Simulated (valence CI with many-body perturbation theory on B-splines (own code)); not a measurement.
**E1 transitions of Sr7+**

Method: configuration interaction combined with many-body perturbation theory (CI+MBPT): three valence electrons over a frozen Dirac-Fock core [Ar] 3d10, a basis of 11 s, 11 p, 9 d, 7 f, 5 g, 2 h, 1 i functions for each j, with the one-electron correlation potential Σ1 (screened to all orders), the two-electron term Σ2, the three-electron term Σ3, Breit, model QED; selected single and double excitations, second order for the rest, scaled by the run's own slope (own B-spline code, finite nucleus).

Against 9 measured levels this calculation errs by 104 cm⁻¹ on average and by 168 at most. These come from a selection out of Sansonetti, J. Phys. Chem. Ref. Data 41, 013102 (2012). Levels without a partner in it may be off by more.

Lines 51 to 100 of 248 in falling wavelength, among levels below 631280 cm⁻¹, chosen from the strongest by gf and those to the six lowest levels. Wavelengths and rates use the calculated energies, so an error of 100 cm⁻¹ moves a line at 504.3 Å by 0.05 % and its rate by three times that or more. Electric multipoles are in the length gauge, E1 and E2 with the static RPA response of the core. Weak lines are less certain than strong ones. Lines between different terms over intervals too small for the method are left out, as are lines whose strength nearly cancels. Where a level lies close to another of its J and parity, the split of strength between their lines is uncertain. The highest levels of a list are the least certain.

Names give the largest LS component (configuration and term), which can be under half, so a name can repeat, a term be missing and a line seem to break the LS rules; names also repeat where a configuration has a term twice. Letters in brackets count levels of one name in rising energy.

```
λ vac (Å)  λ from measured levels               Upper           Lower   A (s⁻¹)  S (a.u.)
    540.0                                4p²4d ⁴F_3/2  4s4p4d ⁴F°_5/2  1.78e+09  5.54e-01
    537.9                                4p²4d ⁴F_9/2  4s4p4d ⁴F°_9/2  3.53e+09  2.71e+00
    536.0                                4p²4d ⁴D_7/2  4s4p4d ⁴P°_5/2  6.05e+08  3.68e-01
    535.4                                4p²4d ²F_7/2  4s4p4d ⁴F°_7/2  7.37e+08  4.47e-01
    531.9                                4p²4d ⁴F_3/2  4s4p4d ⁴F°_3/2  2.98e+09  8.87e-01
    531.1                                4p²4d ⁴F_7/2  4s4p4d ⁴F°_7/2  1.98e+09  1.17e+00
    531.0                                4p²4d ⁴F_5/2  4s4p4d ⁴F°_5/2  2.33e+09  1.03e+00
    527.0                               4s²5p ²P°_1/2    4s²4d ²D_3/2  4.83e+09  6.97e-01
    521.5                                4p²4d ²D_5/2  4s4p4d ⁴D°_7/2  1.03e+09  4.34e-01
    520.7                                4p²4d ⁴F_9/2  4s4p4d ⁴F°_7/2  5.08e+08  3.54e-01
    510.2                               4s²5p ²P°_3/2    4s²4d ²D_5/2  5.74e+09  1.50e+00
    505.4                                4p²4d ⁴D_3/2  4s4p4d ⁴F°_5/2  1.62e+09  4.13e-01
    505.4                             4p³ ⁴S°_3/2 [a]    4s4p² ⁴P_5/2  4.94e+09  1.26e+00
    505.2                                4p²4d ⁴D_7/2  4s4p4d ⁴F°_9/2  2.37e+09  1.21e+00
    504.4                                4p²4d ⁴D_5/2  4s4p4d ⁴F°_7/2  2.62e+09  9.96e-01
    504.3                   504.4        4s4p² ²S_1/2   4s²4p ²P°_3/2  1.39e+08  1.77e-02
    499.3                                4p²4d ²G_9/2  4s4p4d ⁴F°_9/2  7.91e+08  4.86e-01
    498.4                                4p²4d ⁴D_3/2  4s4p4d ⁴F°_3/2  1.55e+09  3.79e-01
    497.6                                4p²4d ⁴D_1/2  4s4p4d ⁴F°_3/2  4.28e+09  5.20e-01
    496.1                                4p²4d ²G_7/2  4s4p4d ⁴F°_7/2  7.06e+08  3.40e-01
    496.1                           4s4p5p ⁴P_1/2 [a]  4s4p4d ⁴D°_3/2  2.70e+09  3.25e-01
    495.9                                 4p³ ²P°_1/2    4s4p² ²D_3/2  7.45e+09  8.97e-01
    494.3                                4p²4d ²D_5/2  4s4p4d ⁴P°_5/2  1.80e+09  6.43e-01
    494.1                             4p³ ⁴S°_3/2 [b]    4s4p² ⁴P_5/2  4.92e+09  1.17e+00
    493.9                                4p²4d ⁴D_5/2  4s4p4d ⁴F°_5/2  1.96e+09  6.97e-01
    492.8                               4s4p5p ²P_3/2  4s4p4d ⁴P°_5/2  3.20e+09  7.57e-01
    492.4                                 4p³ ²D°_5/2    4s4p² ⁴P_5/2  1.59e+08  5.63e-02
    491.1                                 4p³ ²P°_3/2    4s4p² ²D_5/2  5.27e+09  1.23e+00
    490.0                                4p²4d ⁴D_7/2  4s4p4d ⁴F°_7/2  7.10e+08  3.30e-01
    489.0                             4p³ ⁴S°_3/2 [a]    4s4p² ⁴P_3/2  2.79e+09  6.45e-01
    486.2                                 4p³ ²P°_3/2    4s4p² ²D_3/2  1.01e+09  2.29e-01
    478.4                             4p³ ⁴S°_3/2 [b]    4s4p² ⁴P_3/2  4.55e+09  9.84e-01
    476.8                                 4p³ ²D°_5/2    4s4p² ⁴P_3/2  3.10e+06  9.95e-04
    475.7                             4p³ ⁴S°_3/2 [a]    4s4p² ⁴P_1/2  1.99e+09  4.24e-01
    475.1                          4s4p4d ²D°_5/2 [a]    4s4p² ²P_3/2  8.64e+08  2.74e-01
    474.9                          4s4p5s ²P°_1/2 [b]    4s²5s ²S_1/2  1.75e+10  1.85e+00
    473.4                          4s4p5s ²P°_3/2 [b]    4s²5s ²S_1/2  1.71e+10  3.58e+00
    472.9                   473.0        4s4p² ²S_1/2   4s²4p ²P°_1/2  1.30e+10  1.36e+00
    472.7                          4s4p4d ²D°_3/2 [b]    4s²4d ²D_5/2  8.63e+09  1.80e+00
    471.1                          4s4p4d ²P°_1/2 [b]    4s²4d ²D_3/2  1.71e+10  1.76e+00
    470.0                   470.2        4s4p² ²P_1/2   4s²4p ²P°_3/2  1.32e+10  1.35e+00
    469.2                          4s4p4d ²P°_3/2 [b]    4s²4d ²D_5/2  6.84e+09  1.40e+00
    468.9                          4s4p4d ²D°_3/2 [b]    4s²4d ²D_3/2  3.66e+09  7.45e-01
    467.5                          4s4p4d ²D°_5/2 [b]    4s²4d ²D_5/2  1.10e+10  3.32e+00
    465.7                             4p³ ⁴S°_3/2 [b]    4s4p² ⁴P_1/2  2.06e+09  4.11e-01
    465.5                          4s4p4d ²P°_3/2 [b]    4s²4d ²D_3/2  9.46e+09  1.88e+00
    463.8                          4s4p4d ²D°_5/2 [b]    4s²4d ²D_3/2  1.01e+09  2.98e-01
    459.8                   460.1        4s4p² ²P_3/2   4s²4p ²P°_3/2  2.04e+10  3.91e+00
    454.6                               4s4p5p ⁴D_1/2  4s4p4d ⁴F°_3/2  9.62e+09  8.92e-01
    453.1                               4s4p5p ⁴D_3/2  4s4p4d ⁴F°_5/2  7.21e+09  1.32e+00
```
